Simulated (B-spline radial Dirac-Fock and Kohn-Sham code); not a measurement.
Characteristic X-ray lines: Cu¹⁵⁺

System: the Cu¹⁵⁺ ion, [Ne] 3s2 3p2.

These are calculated numbers from a radial atomic solver; the model is multi-electron Dirac-Fock with separately optimised hole states, Breit and Lamb-shift corrections added in first order. A line energy is the difference of two single-hole energies; the list is a selection of electric-dipole transitions between resolved j subshells. The model has no electron correlation.

| line | energy (eV) | wavelength (Å) |
| --- | --- | --- |
| Kα1 | 8063.8 | 1.5375 |
| Kα2 | 8043.3 | 1.5415 |
| Lη | 941.8 | 13.164 |
| Lℓ | 921.4 | 13.456 |
